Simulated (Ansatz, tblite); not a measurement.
Cost and result up the ladder for CuF₂ (3 atoms). Charge 0, multiplicity 2. Geometry: PBE-D4/def2-TZVP.

Cartesian coordinates in Å:
```
Cu 0.0000 -0.0001 0.0000
F 1.0970 0.2595 1.3225
F -1.0969 -0.2594 -1.3225
```

Ansatz on 4 threads of Arm Neoverse V1 on a shared host; xTB runs through tblite on one thread. Times are rough, summed over both states, and most runs start from the orbitals of an earlier one. PBE0-D4/def2-TZVP serves as the yardstick here, not as an exact answer. The other state is a triplet.

The xTB rows come from tblite. Correlated methods freeze 11 core orbitals. In CCSD on the charge 1 triplet the largest single amplitude is 0.28, so its Hartree–Fock determinant may place the open shell otherwise than the density functionals do. HOMO above LUMO, or a gap near zero within one spin, warns that the state may not be the lowest or that an electron is smeared out. No other spin state of charge 0 was run.

Run but left out: HF/def2-TZVPP, MP2/def2-TZVPP (charge +1 triplet: a determinant that CCSD turns far, T1 0.062).

Correlated methods converge slowly with the basis.

Raw xTB energies of ions are shifted by several eV, and xTB has no spin-polarisation term.

| level | functions | wall time | vertical IE (eV) | difference from PBE0-D4/def2-TZVP (eV) | remarks |
| --- | --- | --- | --- | --- | --- |
| GFN1-xTB | 17 | 0.004 s | 15.34 | 2.53 | – |
| GFN2-xTB | 17 | 0.004 s | 17.17 | 4.36 | – |
| PBE-D4/def2-TZVP | 107 | 14 s | 12.08 | -0.73 | gap within one spin near zero (doublet) |
| PBE0-D4/def2-TZVP | 107 | 23 s | 12.81 | 0.00 | – |
| CCSD(T)/def2-TZVPP | 126 | 33 s | 13.41 | 0.60 | large T1 (0.062) (+1 triplet) |
| r2SCAN-D4/def2-TZVP | 107 | 49 s | 12.30 | -0.52 | – |
